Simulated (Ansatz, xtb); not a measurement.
H5OPSi2: which of two isomers lies lower

We compare X, `O1[SiH2]P[SiH2]1`, a singlet, with Y, `[H]/P=[SiH]\O[SiH3]`, a singlet. Both are isolated molecules in the gas phase, relaxed with B3LYP-D3(BJ)/def2-SVP; the shapes shown needn't be the lowest conformers.

X (Å):

```yaml
atoms:
  - { symbol: O, position_ang: [-1.2499, 0.1209, -0.3462] }
  - { symbol: P, position_ang: [1.5055, 0.0303, 0.6987] }
  - { symbol: Si, position_ang: [0.0352, 1.1860, -0.6469] }
  - { symbol: Si, position_ang: [-0.5547, -1.0008, 0.7191] }
  - { symbol: H, position_ang: [0.4004, 1.2398, -2.0885] }
  - { symbol: H, position_ang: [-0.2777, 2.5556, -0.1581] }
  - { symbol: H, position_ang: [1.9479, -0.7748, -0.3992] }
  - { symbol: H, position_ang: [-0.5778, -2.3863, 0.1766] }
  - { symbol: H, position_ang: [-1.2290, -0.9707, 2.0446] }
```

Y (Å):

```csv
atom,x (Å),y (Å),z (Å)
O,0.1351,0.9482,-0.5624
P,1.9411,2.5936,-2.8648
Si,-0.4038,1.9368,0.6815
Si,1.0148,0.9752,-1.9562
H,0.7570,2.3811,1.5012
H,-1.1020,3.1232,0.1135
H,-1.3416,1.1370,1.5099
H,1.0383,-0.4093,-2.4848
H,1.4723,3.4477,-1.8098
```

Problem. Which of the two would you expect CCSD(T)/def2-SVP + ΔMP2/def2-TZVPP electronic energies to favour?

Solution. Structure X; the calculation gives E(Y) − E(X) = +0.851 eV.

The same difference at several levels:

```json
{"level": "GFN2-xTB", "geometry": "GFN2-xTB", "E(Y) − E(X) (eV)": "+0.108", "departure from the last row (eV)": "−0.743", "job, with rough time for the two": "optimisation, 0.53 s"}
{"level": "HF/STO-3G", "geometry": "GFN2-xTB", "E(Y) − E(X) (eV)": "+2.347", "departure from the last row (eV)": "+1.496", "job, with rough time for the two": "single point, 0.94 s"}
{"level": "r2SCAN-D4/def2-SVP", "geometry": "GFN2-xTB", "E(Y) − E(X) (eV)": "+0.846", "departure from the last row (eV)": "−0.005", "job, with rough time for the two": "single point, 4.8 s"}
{"level": "B3LYP-D3(BJ)/def2-SVP", "geometry": "B3LYP-D3(BJ)/def2-SVP", "E(Y) − E(X) (eV)": "+0.756", "departure from the last row (eV)": "−0.095", "job, with rough time for the two": "optimisation, 1.9 min"}
{"level": "HF/def2-SVP", "geometry": "B3LYP-D3(BJ)/def2-SVP", "E(Y) − E(X) (eV)": "+0.776", "departure from the last row (eV)": "−0.074", "job, with rough time for the two": "part of the CCSD(T) run"}
{"level": "MP2/def2-SVP", "geometry": "B3LYP-D3(BJ)/def2-SVP", "E(Y) − E(X) (eV)": "+0.832", "departure from the last row (eV)": "−0.019", "job, with rough time for the two": "part of the CCSD(T) run"}
{"level": "CCSD(T)/def2-SVP", "geometry": "B3LYP-D3(BJ)/def2-SVP", "E(Y) − E(X) (eV)": "+0.755", "departure from the last row (eV)": "−0.095", "job, with rough time for the two": "single point"}
{"level": "CCSD(T)/def2-SVP + ΔMP2/def2-TZVPP", "geometry": "B3LYP-D3(BJ)/def2-SVP", "E(Y) − E(X) (eV)": "+0.851", "departure from the last row (eV)": "", "job, with rough time for the two": "single point, 35 s"}
```

As drawn, Y has 1 P=Si in place of 2 P–Si. Structure X has a 4-membered ring, Y no ring.

None of the levels shown reverses the order. The largest departure from CCSD(T)/def2-SVP + ΔMP2/def2-TZVPP is that of HF/STO-3G, 1.496 eV. The last row adds to CCSD(T) the change of the MP2 difference between the two basis sets, here +0.095 eV.

With harmonic frequencies from B3LYP-D3(BJ)/def2-SVP (ideal gas, rigid rotor, one conformer each, 298.15 K, 1 atm): on the last row, ΔE + ΔZPE = +0.804 eV. A mode under 50 cm⁻¹ makes harmonic enthalpies and free energies unreliable, so none is given.

The correlated steps freeze 16 core orbitals. Run with Ansatz 0.2.0, xtb 6.7.1; the last row on 2 threads of AMD EPYC (Zen 3) on a shared host.
